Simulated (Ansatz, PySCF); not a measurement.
This PySCF input computes a CAM-B3LYP/def2-TZVPD energy:

```python
from pyscf import gto, scf, dft

mol = gto.M(
    atom='''
    Si    0.04663164   -0.02281572   -0.19362470
    C     1.63097857   -0.94417281   -0.13321859
    C    -1.47188882   -0.87602360   -0.75828865
    O    -0.31092106    0.32935015    1.62339536
    O     0.09180014    1.53311775   -0.63018685
    H     1.51715520   -1.89120637    0.39929621
    H     2.42227751   -0.36874645    0.34967653
    H     1.95371611   -1.18327200   -1.15008775
    H    -1.36410311   -1.13255275   -1.81560871
    H    -2.35095587   -0.23705711   -0.66082189
    H    -1.64461099   -1.80815509   -0.21584108
    H    -0.72849961   -0.29279092    2.23974158
    H     0.89117240    2.00908981   -0.87496915
    H    -0.55056555    1.24554647    1.84273554
    ''',
    basis='def2-tzvpd',
    charge=1,
    spin=0,
    verbose=4,
)

mf = dft.RKS(mol, xc='camb3lyp').density_fit(auxbasis='def2-universal-jkfit')
mf.grids.level = 3
mf.conv_tol = 1e-9
mf.max_cycle = 100
mf.max_memory = 1500
mf.kernel()
if not mf.converged:
    mf = mf.newton()
    mf.kernel(mf.make_rdm1())
mf.analyze()
```

Q: Write an input for the same energy in Ansatz (a program for electronic structure) and say what it gives.

A: 
Ansatz 0.2 input:
```yaml
crystal:
  periodic: [false, false, false]
  atoms:
    - {symbol: Si, position_ang: [0.04663164, -0.02281572, -0.19362470]}
    - {symbol: C, position_ang: [1.63097857, -0.94417281, -0.13321859]}
    - {symbol: C, position_ang: [-1.47188882, -0.87602360, -0.75828865]}
    - {symbol: O, position_ang: [-0.31092106, 0.32935015, 1.62339536]}
    - {symbol: O, position_ang: [0.09180014, 1.53311775, -0.63018685]}
    - {symbol: H, position_ang: [1.51715520, -1.89120637, 0.39929621]}
    - {symbol: H, position_ang: [2.42227751, -0.36874645, 0.34967653]}
    - {symbol: H, position_ang: [1.95371611, -1.18327200, -1.15008775]}
    - {symbol: H, position_ang: [-1.36410311, -1.13255275, -1.81560871]}
    - {symbol: H, position_ang: [-2.35095587, -0.23705711, -0.66082189]}
    - {symbol: H, position_ang: [-1.64461099, -1.80815509, -0.21584108]}
    - {symbol: H, position_ang: [-0.72849961, -0.29279092, 2.23974158]}
    - {symbol: H, position_ang: [0.89117240, 2.00908981, -0.87496915]}
    - {symbol: H, position_ang: [-0.55056555, 1.24554647, 1.84273554]}
basis:
  gaussian:
    orbitals: def2-TZVPD
hamiltonian:
  xc: {name: CAM-B3LYP}
total_charge: 1
output: {forces: true}
```
It gives -521.44030 Eh, and PySCF -521.44044 Eh, a difference of 0.14 mEh, from the treatment of integrals and grids.

It need not be the lowest isomer of its formula.
